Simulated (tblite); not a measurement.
Species: C₇H₁₃OP.
Numbering: `[CH3:1][CH2:2][C:3]1=[CH:4][P@@:5]1(=[O:6])[CH:7]([CH3:8])[CH3:9]` (hydrogens: H10, H11, H12 on C1; H13, H14 on C2; H15 on C4; H16 on C7; H17, H18, H19 on C8; H20, H21, H22 on C9)

The geometry is computed with GFN2-xTB (gas phase).

Problem. Give the optimised bond lengths and angles.

Solution. 
| bond | length (Å) |
| --- | --- |
| C1–C2 | 1.528 |
| C2–C3 | 1.474 |
| C3=C4 | 1.345 |
| C4–P5 | 1.800 |
| P5=O6 | 1.470 |
| P5–C7 | 1.848 |
| C7–C8 | 1.516 |
| C7–C9 | 1.524 |
| C3–P5 | 1.799 |
| C1–H10, C1–H11, C1–H12 | 1.088 |
| C2–H13 | 1.095 |
| C2–H14 | 1.094 |
| C4–H15 | 1.072 |
| C7–H16 | 1.096 |
| C8–H17, C8–H18, C8–H19 | 1.088 |
| C9–H20, C9–H21, C9–H22 | 1.089 |

Bonds in one row agree within 0.01 Å and their mean is given. A selection of angles:
| angle | degrees |
| --- | --- |
| C2–C1–H10 | 110.1 |
| C2–C1–H12 | 110.6 |
| H10–C1–H11 | 108.1 |
| H10–C1–H12 | 108.9 |
| C1–C2–C3 | 110.1 |
| C1–C2–H13 | 109.3 |
| C1–C2–H14 | 110.6 |
| C3–C2–H13 | 109.2 |
| C3–C2–H14 | 109.5 |
| H13–C2–H14 | 108.2 |
| C2–C3–C4 | 141.5 |
| C2–C3–P5 | 149.7 |
| C4–C3–P5 | 68.1 |
| C3–C4–P5 | 68.0 |
| C3–C4–H15 | 137.4 |
| P5–C4–H15 | 154.1 |
| C4–P5–O6 | 124.3 |
| C4–P5–C7 | 113.0 |
| O6–P5–C7 | 115.6 |
| C3–P5–C4 | 43.9 |
| C3–P5–O6 | 125.5 |
| C3–P5–C7 | 115.3 |
| P5–C7–C8 | 111.9 |
| P5–C7–C9 | 105.9 |
| P5–C7–H16 | 105.5 |
| C8–C7–C9 | 112.9 |
| C8–C7–H16 | 110.8 |
| C9–C7–H16 | 109.5 |
| C7–C8–H17 | 111.0 |
| C7–C8–H18 | 110.2 |
| H17–C8–H18 | 108.3 |
| H17–C8–H19 | 108.6 |
| C7–C9–H20 | 110.9 |
| C7–C9–H21 | 109.9 |
| H20–C9–H21 | 108.8 |
| H21–C9–H22 | 108.4 |

Dihedral angles: C1–C2–C3–C4 128° (anticlinal); C2–C3–C4–P5 -172° (antiperiplanar); C3–C4–P5–O6 108° (anticlinal); C4–P5–C7–C8 35° (synclinal); C2–C3–P5–C4 170° (antiperiplanar).

The 3-membered ring C3–C4–P5 has internal angles of 43.9° to 68.1°. P5 (phosphoryl phosphorus) has angles from 43.9° to 125.5°. The C–C distances run from 1.345 Å (C3=C4, drawn double) to 1.528 Å (C1–C2, drawn single), a spread of 0.183 Å. Of the pairs four or more bonds apart, C4···H18 is among the closest relative to their van der Waals radii: 2.83 Å, 97 % of the sum of Bondi's values. The 3 C–P bonds span 1.799 Å (C3–P5, drawn single) to 1.848 Å (P5–C7, drawn single), a spread of 0.049 Å.

Point group: C1 (no symmetry element, even within 0.4 Å). Its GFN2-xTB frequencies are all real (lowest 27 cm⁻¹). One conformer, not necessarily the lowest.
